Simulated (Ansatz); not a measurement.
Start from `[SiH3]O[CH]([SiH3])[InH2]` and change one atom or group to get `OC([SiH3])O[SiH3]`.

Ansatz, PBE0-D4/def2-TZVP geometries, multiplicity 1. Each molecule was computed in one conformer, which needn't be the lowest.

Elements past krypton have def2 core potentials.

| property | `[SiH3]O[CH]([SiH3])[InH2]` |
| --- | --- |
| HOMO–LUMO gap (B3LYP/def2-TZVPP) / eV | 4.83 |
| size of the dipole moment (PBE/def2-TZVPP) / D | 1.28 |
| HOMO energy (ωB97M-V/def2-TZVPP) / eV | -9.05 |
| HOMO energy (B3LYP/def2-TZVPP) / eV | -6.71 |
| HOMO energy (PBE0/def2-TZVPP) / eV | -6.90 |
| HOMO–LUMO gap (PBE0/def2-TZVPP) / eV | 5.24 |

Q: Give the same properties after the change, and the shifts. (Best estimate.)

A: Ansatz gave: 
```
                                      property  `OC([SiH3])O[SiH3]`  shift
         HOMO–LUMO gap (B3LYP/def2-TZVPP) / eV                 7.59   2.76
size of the dipole moment (PBE/def2-TZVPP) / D                 0.51  -0.77
         HOMO energy (ωB97M-V/def2-TZVPP) / eV               -10.21  -1.16
           HOMO energy (B3LYP/def2-TZVPP) / eV                -7.70  -0.99
            HOMO energy (PBE0/def2-TZVPP) / eV                -7.90  -1.00
          HOMO–LUMO gap (PBE0/def2-TZVPP) / eV                 8.04   2.80
```

With PBE0 the HOMO falls by 1.00 eV and the LUMO rises by 1.80 eV, so the gap widens by about 2.80 eV. PBE moves the HOMO by -0.72 eV and ωB97M-V by -1.16 eV. Dipoles are sizes alone; their direction can turn.

B3LYP here is the variant with VWN-RPA as its local correlation; programs differ in this.
